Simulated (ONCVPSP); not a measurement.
**An all-electron radial function and its pseudo partner (erbium (Er))**

Columns: radius, all-electron u(r) and pseudo u(r) of the 4f shell (level -3.18 eV) of erbium in the configuration [Kr] 4d10 4f12 5s2 5p6 6s2; PBEsol, scalar-relativistic, ONCV scheme, ONCVPSP 4.0.1.

| r (bohr) | all-electron | pseudo |
| --- | --- | --- |
| 0.105 | 0.1170 | 0.0039 |
| 0.210 | 0.5217 | 0.0556 |
| 0.315 | 0.8889 | 0.2318 |
| 0.420 | 1.0773 | 0.5536 |
| 0.525 | 1.1161 | 0.9332 |
| 0.630 | 1.0703 | 1.2226 |
| 0.735 | 0.9866 | 1.3160 |
| 0.840 | 0.8909 | 1.2101 |
| 0.945 | 0.7962 | 0.9924 |
| 1.050 | 0.7082 | 0.7795 |
| 1.155 | 0.6288 | 0.6391 |
| 1.260 | 0.5582 | 0.5581 |
| 1.365 | 0.4961 | 0.4959 |
| 1.470 | 0.4415 | 0.4414 |
| 1.575 | 0.3938 | 0.3936 |
| 1.680 | 0.3519 | 0.3518 |
| 1.785 | 0.3153 | 0.3151 |
| 1.890 | 0.2831 | 0.2830 |
| 1.995 | 0.2547 | 0.2547 |
| 2.100 | 0.2298 | 0.2297 |
| 2.205 | 0.2078 | 0.2077 |
| 2.310 | 0.1883 | 0.1882 |
| 2.415 | 0.1711 | 0.1710 |
| 2.520 | 0.1557 | 0.1557 |
| 2.625 | 0.1421 | 0.1421 |
| 2.730 | 0.1300 | 0.1299 |

**Question.** How many radial nodes do the two functions have?

**Answer.** The all-electron 4f function has n − l − 1 = 0; the pseudo-wave has 0.

**Question.** At about which radius was the pseudo-wave matched?

**Answer.** 1.30 bohr, where the columns begin to agree (steps of 0.10 bohr).

**Question.** Where does each function peak?

**Answer.** Outermost all-electron maximum near 0.53 bohr, pseudo maximum near 0.73 bohr (to the table’s step).

**Question.** Is the pseudo-wave norm-conserving?

**Answer.** Yes: the ONCV scheme keeps the norm inside the radius equal to the all-electron one, which fixes the energy derivative of the logarithmic derivative at the level.
